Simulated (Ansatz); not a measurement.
The lowest singlet and triplet of C6H6 (SMILES C=C1C=CC=C1); geometries from B3LYP-D3(BJ)/def2-TZVP, each state relaxed from the structure named, with no frequency check.
Singlet (charge 0, multiplicity 1):
```xyz
12

C      2.063    -0.051     0.367
C      0.746    -0.019     0.133
C     -0.156    -1.172    -0.002
C     -1.398    -0.701    -0.233
C     -1.357     0.770    -0.258
C     -0.090     1.178    -0.042
H      2.644     0.858     0.451
H      2.592    -0.989     0.482
H      0.155    -2.202     0.075
H     -2.291    -1.291    -0.379
H     -2.216     1.403    -0.424
H      0.277     2.191     0.002
```
Triplet (charge 0, multiplicity 3):
```xyz
12

C      2.1299    -0.0528     0.3795
C      0.7632    -0.0189     0.1360
C     -0.1234    -1.1301     0.0026
C     -1.4733    -0.6428    -0.2478
C     -1.4356     0.7150    -0.2705
C     -0.0604     1.1346    -0.0354
H      2.7047     0.8585     0.4618
H      2.6533    -0.9914     0.4928
H      0.1644    -2.1688     0.0763
H     -2.3416    -1.2674    -0.3884
H     -2.2680     1.3817    -0.4329
H      0.2846     2.1576     0.0037
```

A positive gap puts the triplet lower; no zero-point energy. R- takes a restricted singlet. U- takes an unrestricted singlet (broken symmetry where lower, unprojected). The triplet is unrestricted in single-reference levels.

Programs: Ansatz (a program for electronic structure). Values without a source in brackets are computed.

### Question
One of these levels gives -31.26 kcal/mol for the gap E(singlet) − E(triplet), adiabatic. Which one is it?
A. U-PBE/def2-TZVPP
B. U-BHLYP/def2-TZVPP
C. R-SVWN5/def2-TZVPP

### Answer
B, U-BHLYP/def2-TZVPP. The others give -41.83 (R-SVWN5/def2-TZVPP), -36.33 (U-PBE/def2-TZVPP)
